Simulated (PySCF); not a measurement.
AlH4P, SMILES [AlH2][PH2]. Atoms are numbered in the order given.

```xyz
6

Al     1.1976    -0.0105     0.0000
H      1.9836     0.0148    -1.3892
H      1.9836     0.0148     1.3892
P     -1.1333     0.1194     0.0000
H     -1.2682    -0.8420    -1.0513
H     -1.2682    -0.8420     1.0513
```

The structure is a stationary point at PBE-D3(BJ)/def2-TZVP.

Calculation: B3LYP/pcJ-1 (PySCF).

Isotropic couplings with Fermi-contact, spin-dipole and both spin-orbit terms, one fixed conformer, no vibrational averaging. Isotopes: 1H, 31P.

| pair | bonds apart | J (Hz) |
|---|---|---|
| P4–H5 | 1 | ___ |
| P4–H6 | 1 | ___ |
| H2–H3 | 2 | ___ |
| H2–P4 | 2 | 17.7 |
| H3–P4 | 2 | 16.6 |
| H5–H6 | 2 | -8.4 |
| H2–H5 | 3 | 1.9 |
| H2–H6 | 3 | 2.7 |
| H3–H5 | 3 | 2.7 |
| H3–H6 | 3 | 1.9 |

### Question
Some entries are withheld; supply them. (An estimate is asked for; the answer gives what the named calculation found.)

### Answer

- P4–H5, J (Hz): 170.2
- P4–H6, J (Hz): 170.2
- H2–H3, J (Hz): 38.8
